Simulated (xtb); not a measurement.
AlBr₃ (SMILES [Br][Al]([Br])[Br]), singlet, from a rough starting geometry (GFN-xTB shapes and energies of metal compounds can be far from the true ones).

xtb was given this input:
```
$ xtb mol.xyz --gfn 2 --opt vtight --json

# file mol.xyz
4

Al    -0.05069337     0.03288183     0.01320572
Br    -1.81078704    -1.33192115    -0.10511376
Br    -0.01147824     1.99039862    -1.04176610
Br     1.77427123    -0.61166895     1.12537879
```

What dipole moment does GFN2-xTB (xtb 6.7.1) give?

0.00 D

What is the computed HOMO-LUMO gap (GFN2-xTB)?

4.25 eV
